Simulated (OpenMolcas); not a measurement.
Cr IV: the spin-orbit constant, Racah parameters, worked from levels

* Program: OpenMolcas 26.06
* Basis: ANO-RCC-VTZP [6s5p3d2f1g]
* Scalar Hamiltonian: DKH2, point nucleus
* Active space: 3 electrons in 10 orbitals (3d 4d)
* State averaging: 2S+1 = 4 even, 10 roots; 2S+1 = 2 even, 40 roots
* Spin-orbit coupling: state interaction with AMFI integrals over the reference wave functions, term energies averaged over their components

Methods: CASSCF; MS-CASPT2, IPEA 0.25 Eh, imaginary shift 0.1 Eh (closed shells correlated: 3s 3p). Measured levels: Sugar and Corliss, J. Phys. Chem. Ref. Data 6, 317 (1977).

**The spin-orbit constant.** For the Hund term ⁴F of d3, E(J) = (A/2) J(J+1) + constant and ζ = 2S·A = 3A. From J = 3/2 to J = 9/2 the energy changes by 10.5 A.

| Source | E(9/2) - E(3/2) | A | ζ |
| --- | --- | --- | --- |
| CASSCF | 1008.6 | 96.1 | 288 |
| MS-CASPT2 | 1009.5 | 96.1 | 288 |
| measured | 945.6 | 90.1 | 270 |

All in cm-1. MS-CASPT2 is off by +6.8 % and CASSCF by +6.7 %. Both methods take the spin-orbit matrix elements from the reference wave functions, so the second can move ζ only through the term energies and any multistate remixing. Second-order mixing with other terms is absorbed into this ζ.

**Racah parameters.** Above ⁴F, d3 has ⁴P at 15B, ²G at 4B + 3C and ²H at 9B + 3C. The first two fix B and C, and the third tests them; where it misses by thousands of cm-1, two parameters do not describe the configuration (Trees and configuration-interaction terms are left out) and B and C hang on the terms chosen. Term energies are centres of gravity, weighted by 2J + 1.

| Source | ⁴P | ²G | B | C | C/B | ²H from B, C | ²H found |
| --- | --- | --- | --- | --- | --- | --- | --- |
| CASSCF | 17062 | 17193 | 1137 | 4214 | 3.71 | 22875 | 22822 |
| MS-CASPT2 | 14428 | 15148 | 962 | 3767 | 3.92 | 19959 | 21356 |
| measured | 13758 | 14699 | 917 | 3677 | 4.01 | 19284 | 20658 |

Energies in cm-1. From CASSCF to MS-CASPT2, B changes by -15.4 % and C by -10.6 %. Against the measured terms, MS-CASPT2 has B off by +4.9 % and C by +2.4 %.

CASPT2 breaks the degeneracy within a term, and the mean is taken; among the terms shown or strongly mixed into the levels shown the widest spread is 690 cm-1 (3d³ ⁴F, MS-CASPT2). Active for correlation alone: 4d; no level in the range computed is led by a configuration that fills it, so any true level of that kind is missing. Without dynamic correlation excited terms often stand tens of per cent too high (terms of higher spin than the ground term too low), and those without a measured partner can miss by more than the paired ones (holds for CASSCF). Computed and measured levels are paired by configuration, term and J; levels that our copy of the source lacks, or whose pairing is in doubt (as where it misses far off the trend of its configuration), stay unpaired and out of the deviations. Only configurations of the active space appear.
